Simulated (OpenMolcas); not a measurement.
# W3+: moving or changing the point charges

W3+ among 8 point charges of -1.2 e arranged as a cube (Oh), 2.11 Å from the ion.

```json
{
  "Program": "OpenMolcas",
  "Method": "SS-CASPT2, IPEA 0.25 Eh, imaginary shift 0.1 Eh (closed shells correlated: 4f 5s 5p)",
  "Basis": "ANO-RCC-VTZP [8s7p5d3f2g1h]",
  "Scalar Hamiltonian": "DKH2, point nucleus",
  "Active space": "3 electrons in 5 orbitals (5d)",
  "State averaging": "2S+1 = 4 even, 10 roots; 2S+1 = 2 even, 40 roots",
  "Spin-orbit coupling": "state interaction with AMFI integrals over the reference wave functions"
}
```

Runs around this geometry, states (labels of O, the rotations of Oh). Energies in cm-1 above the lowest state or level, χT in cm3 K/mol; under a threefold ground state the first gap can be a small split of the lowest multiplet, not the spin-orbit step.

```
R (Å)  q (e)  Ground state  First state of that spin  First gap with spin-orbit (degeneracies)  χT at 300 K  First state of another spin
 2.11  -0.78           4T1                  4T2 4300                               2700 (4, 2)        0.149                      2E 8060
 2.11   -1.2           4T1                  4T2 6880                               2710 (4, 2)        0.192                      2E 4780
 2.21   -1.2           4T1                  4T2 5320                               2670 (4, 2)        0.166                      2E 6610
```

Taking the first state of the same spin as R^-n, n = -ln(5320 / 6880) / ln(2.21 / 2.11) = 5.6 between the shortest and longest distance.

Scaling the charges by -0.78 / -1.2 = 0.65 scales the first state of the same spin by 4300 / 6880 = 0.62; with fixed orbitals a first-order splitting would follow the charge.

Roots that are degenerate in the reference are averaged as groups; the widest CASPT2 spread within a group is 420 cm-1 (the 3-fold group of multiplicity 2 near 11000 cm-1 above the lowest state of its run, R = 2.11, q = -0.78). Shifts and gaps below about the spread of the groups concerned are not significant. Point charges give a weaker field than real ligands, and real ions of this kind are as a rule low spin; the high spin found here belongs to the model. Free-ion shares, where given, are those of the reference states; single-state CASPT2 does not remix them. Spin-orbit coupling mixes the spin-free states strongly: the lowest level takes only 68 % from its leading state, 4T1 (holds for R = 2.11, q = -0.78). An orbital triplet at a regular site is open to Jahn-Teller coupling, which can distort the site and quench the lowest spin-orbit gaps and is left out (holds for R = 2.11, q = -1.2; R = 2.21, q = -1.2). This shell can be high or low spin here, a state of another spin lies low, and with metal d orbitals alone active their balance is uncertain, so the ground spin may be wrong (holds for R = 2.11, q = -1.2). This is an electrostatic model: the charges have no orbitals. No measured value stands beside these numbers.
